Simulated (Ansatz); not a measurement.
Consider the cleavage of the Si–Si bond: `C[SiH2][SiH](O)F` + CH₃OH → `CO[SiH](O)F` + `C[SiH3]`.

Gas-phase electronic energies from Ansatz, PBE0-D4/def2-TZVP geometries. CCSD(T)/CBS adds triple-zeta CCSD(T) − MP2 to the extrapolated MP2 energy (def2 sets, frozen cores). This one scheme is used for every species. Functionals use def2-TZVPP. B3LYP here is the variant with VWN-RPA as its local correlation; programs differ in this. HSE06 is defined as in plane-wave codes. Each species was taken in one conformer, which may not be the lowest.

| level | ΔE (kJ/mol) | difference from CCSD(T)/CBS |
| --- | --- | --- |
| BLYP-D4 | -126.7 | 8.6 |
| PBE0-D4 | -118.9 | 16.4 |
| B3LYP-D4 | -132.8 | 2.5 |
| r2SCAN0-D4 | -136.5 | -1.2 |
| BHLYP-D4 | -143.0 | -7.7 |
| PBE0 | -120.4 | 14.9 |
| B3LYP | -134.9 | 0.4 |
| r2SCAN0 | -137.2 | -1.9 |
| HSE06 | -120.3 | 15.0 |
| LC-ωPBE | -127.8 | 7.5 |
| MP2/def2-SVP | -141.3 | -6.0 |
| MP2/def2-TZVPP | -143.8 | -8.5 |
| HF/def2-QZVPP | -160.5 | -25.2 |
| MP2/def2-QZVPP | -142.9 | -7.6 |
| HF/CBS(def2) | -160.7 | -25.4 |
| MP2/CBS(def2) | -141.3 | -6.0 |
| CCSD(T)/CBS | -135.3 | 0 |

Largest T1 diagnostic among the species: 0.012.

From PBE to PBE0 (25 % exact exchange), in def2-TZVPP and without D4, ΔE moves by −8.8 kJ/mol. Leaving LDA and LC-ωPBE aside and taking each functional with its dispersion term where it has one, the values, not all of them listed here, spread over 32.8 kJ/mol, from BHLYP-D4 to PBE-D4. LDA lies −9.8 kJ/mol from PBE without D4. In def2-TZVPP, CCSD(T) changes the Hartree–Fock value by +21.1 kJ/mol (the triples alone add +2.7 kJ/mol) and MP2 by +15.1 kJ/mol.
